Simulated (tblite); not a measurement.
Computed with GFN2-xTB (tblite): harmonic, unscaled wavenumbers at the GFN2-xTB geometry, gas phase. This tight-binding method is rough: wavenumbers can miss measured ones by several per cent, in bad cases by 10 to 20. Modes of hydrogen on phosphorus can be 10 to 20 % off. One conformer each. Thermal functions are those of the rigid rotor and harmonic oscillator, without mixing of conformers.

Task: Order these by their zero-point energy, highest first (kcal/mol).
A. `COc1c(C)ccpc1C`
B. `Fc1ccccc1-n1nccn1`
C. `C=Cc1cc(OC)[pH]c1C`
D. `P1(CC#C)CCC(CC1)=O`
E. `CS(=O)(=O)OCC(F)=C(F)F`

Result: A (105.0), D (104.0), C (102.4), B (80.3), E (59.8).

```tsv
SMILES	atoms	mass (u)	symmetry number	modes under 300 cm⁻¹	ZPE (kcal/mol)	S translation (cal/(mol K))	S rotation	S vibration	S	Cp
COc1c(C)ccpc1C	21	154.05	1	8	105.0	43.6	31.5	55.7	130.8	62.9
C#CCP1CCC(=O)CC1	21	154.05	1	8	104.0	43.6	31.7	56.0	131.3	64.1
C=Cc1cc(OC)[pH]c1C	21	154.05	1	9	102.4	43.6	31.8	59.3	134.7	64.6
Fc1ccccc1-n1nccn1	18	163.05	1	6	80.3	43.8	31.8	45.0	120.5	57.7
CS(=O)(=O)OCC(F)=C(F)F	16	189.99	1	10	59.8	44.2	32.0	60.6	136.9	58.4
```

Entropies and Cp are for 500 K and 1 bar.
